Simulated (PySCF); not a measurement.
# TDDFT excited states: C2H9OPSi

Species: C2H9OPSi.
InChI=1S/C2H9OPSi/c1-2-5(3)4/h3,5H,2,4H2,1H3/t5-/m0/s1

Computed, not measured: TDDFT wB97X-D/def2-SVPD, vertical, gas phase, core orbitals frozen in the response in PySCF. Isolated species at its GFN2-xTB geometry (one conformer only). Torsions of this conformer, `[CH3:1][CH2:2][Si@@H:3]([OH:4])[PH2:5]`: C1–C2–Si3–O4 57°, H–O4–Si3–C2 69°, H–P5–Si3–C2 70°, H–P5–Si3–C2 163°.

Task: List the vertical singlet excitations with oscillator strengths and describe the spectrum.

Result: 

```json
{"state": "S1", "E (eV)": "6.42", "λ (nm)": "193.0", "f": "0.016", "main configurations (H = HOMO, L = LUMO)": "H→L (55%), H→L+1 (22%), H→L+4 (8%)"}
{"state": "S2", "E (eV)": "6.87", "λ (nm)": "180.4", "f": "0.017", "main configurations (H = HOMO, L = LUMO)": "H→L+1 (56%), H→L (29%), H→L+3 (9%)"}
{"state": "S3", "E (eV)": "7.23", "λ (nm)": "171.4", "f": "0.057", "main configurations (H = HOMO, L = LUMO)": "H-1→L (55%), H→L+2 (12%), H→L+3 (10%)"}
{"state": "S4", "E (eV)": "7.36", "λ (nm)": "168.5", "f": "0.169", "main configurations (H = HOMO, L = LUMO)": "H→L+3 (31%), H-1→L (29%), H→L+2 (18%)"}
{"state": "S5", "E (eV)": "7.54", "λ (nm)": "164.5", "f": "0.226", "main configurations (H = HOMO, L = LUMO)": "H→L+2 (37%), H→L+4 (27%), H→L+3 (10%)"}
{"state": "S6", "E (eV)": "7.99", "λ (nm)": "155.3", "f": "0.036", "main configurations (H = HOMO, L = LUMO)": "H-1→L+1 (55%), H-1→L+3 (10%)"}
{"state": "S7", "E (eV)": "8.08", "λ (nm)": "153.4", "f": "0.0029", "main configurations (H = HOMO, L = LUMO)": "H-1→L+1 (18%), H→L+7 (17%), H→L+4 (15%)"}
{"state": "S8", "E (eV)": "8.22", "λ (nm)": "150.8", "f": "0.019", "main configurations (H = HOMO, L = LUMO)": "H-2→L (67%)"}
```

Triplets (Tamm–Dancoff): T1 5.77 eV, H→L (60%), H→L+4 (21%); T2 6.00 eV, H→L+1 (35%), H→L+3 (27%), H→L+2 (22%); T3 6.80 eV, H-1→L (32%), H→L+4 (11%).

The lowest singlet comes at 193 nm (620 kJ/mol) in the vacuum ultraviolet; it is weak; its leading configuration is HOMO→LUMO (55%). The strongest level in the table is S5 at 7.54 eV (165 nm, f = 0.226). Löwdin shares by element: HOMO phosphorus 58%, silicon 16%, hydrogen 11% or more; LUMO silicon 25%, oxygen 20%, phosphorus 16%, hydrogen 11% or more (atoms not listed hold the other 27%). Orbital energies (eV): HOMO-3 -11.77, HOMO-2 -11.02, HOMO-1 -9.94, HOMO -9.11, LUMO 1.65, LUMO+1 2.36, LUMO+2 2.56. Weighted by f, the mean energy of these states is 7.45 eV. The oscillator strengths of these states sum to 0.542; summed over the whole spectrum of an exact calculation they would give the number of electrons, 58 (Thomas–Reiche–Kuhn). Singlets were solved by full linear response, triplets in the Tamm–Dancoff approximation.

Hardware: x86-64 server, one thread, no GPU (shared host). Cost: 24 s wall.
